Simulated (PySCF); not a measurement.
H6OSi3, SMILES `O=[Si]([SiH3])[SiH3]`, neutral singlet in the gas phase. 

Z-matrix (Å, degrees):
```
Si
O 1 1.5339
Si 1 2.3641 2 121.42
H 3 1.4820 1 110.60 2 14.08
H 3 1.4876 4 110.48 1 -121.02
H 3 1.4877 4 110.24 5 -119.52
Si 1 2.3641 2 121.42 3 -179.96
H 7 1.4821 1 110.62 2 13.96
H 7 1.4876 8 110.49 1 -121.00
H 7 1.4878 8 110.25 9 -119.53
```
Charge 0, spin multiplicity 1.

All levels are single points at this geometry (r2SCAN-D4/def2-TZVP); Pople sets use spherical d functions. Orbital energies aren't observables, and empty levels follow the basis.

B3LYP/3-21G in PySCF gives HOMO (eV) = -6.81.

Q: Estimate the HOMO (eV) from each of these levels: r2SCAN-D4/def2-TZVP in PySCF; B3LYP/6-311+G** in PySCF; B3LYP/LANL2DZ in PySCF; BP86/6-31G* in PySCF; HF/6-31G* in PySCF.

A: 
| level | HOMO (eV) |
|---|---|
| r2SCAN-D4/def2-TZVP in PySCF | -6.28 |
| B3LYP/6-311+G** in PySCF | -7.11 |
| B3LYP/LANL2DZ in PySCF | -6.99 |
| BP86/6-31G* in PySCF | -6.00 |
| HF/6-31G* in PySCF | -10.01 |
